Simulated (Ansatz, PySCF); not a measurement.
Energy difference R1 → P1 + P2, each structure at its B3LYP-D3(BJ)/def2-TZVP stationary point, reached from a drawn start (curvature not checked).
P1, CF2 (SMILES F[C]F) (charge 0, multiplicity 1):
```csv
atom,x (Å),y (Å),z (Å)
F,-1.5247,0.0159,0.0000
C,0.0000,0.0000,0.0000
F,1.5247,-0.0159,0.0000
```
R1: CF3 (SMILES F[C](F)F), charge 0, multiplicity 2.
P2: F atom, charge 0, multiplicity 2.

| level | reaction energy (kJ/mol) | minus CCSD(T)/CBS(cc-pVTZ, cc-pVQZ) | cost |
|---|---|---|---|
| HF/cc-pVDZ | 934.6 | 84.8 | - |
| HF/cc-pVQZ | 960.9 | 111.1 | - |
| SVWN5/def2-TZVPP | 945.9 | 96.1 | ×0.8 |
| PBE/def2-TZVPP | 826.1 | -23.7 | ×1 |
| BLYP/def2-TZVPP | 781.4 | -68.4 | ×1 |
| revPBE/def2-TZVPP | 788.4 | -61.4 | ×1 |
| B3LYP/def2-TZVPP | 855.5 | 5.6 | ×1 |
| M06-2X/def2-TZVPP | 922.1 | 72.3 | - |
| CAM-B3LYP/def2-TZVPP | 902.0 | 52.2 | ×1 |
| wB97M-V/def2-TZVPP | 868.8 | 19.0 | ×3 |
| MP2/cc-pVTZ | 891.6 | 41.8 | - |
| MP2/cc-pVQZ | 892.5 | 42.7 | - |
| MP2/CBS(cc-pVTZ, cc-pVQZ) | 893.3 | 43.5 | - |
| SCS-MP2/cc-pVDZ | 852.1 | 2.3 | - |
| SCS-MP2/cc-pVTZ | 882.0 | 32.2 | - |
| SCS-MP2/cc-pVQZ | 883.4 | 33.5 | - |
| CCSD/cc-pVDZ | 852.8 | 2.9 | - |
| CCSD(T)/cc-pVDZ | 795.1 | -54.7 | ×2 |
| CCSD(T)/cc-pVTZ | 838.3 | -11.5 | ×20 |
| CCSD(T)/CBS(cc-pVTZ, cc-pVQZ) | 849.8 | 0.0 | ×500* |

 The comparison column counts from a level with limits of its own.

P less R. No zero-point or thermal terms; singlets are restricted closed shells; open shells are unrestricted; no spin–orbit coupling.

Correlated levels freeze the cores. CBS(a, b) extrapolates the correlation energy as X⁻³ and adds the Hartree–Fock energy of set b.

The values were computed with Ansatz (a first-principles code); PySCF for M06-2X. No computed number here is a measurement.

Costs are rough ratios of core time to PBE/def2-TZVPP (about 4 s over the structures, on one shared machine); a dash marks a level with no comparable run of its own. A star marks coupled-cluster runs past 200 virtual orbitals, where the program's memory plan changes under this machine's limit, so their costs aren't comparable with smaller runs.
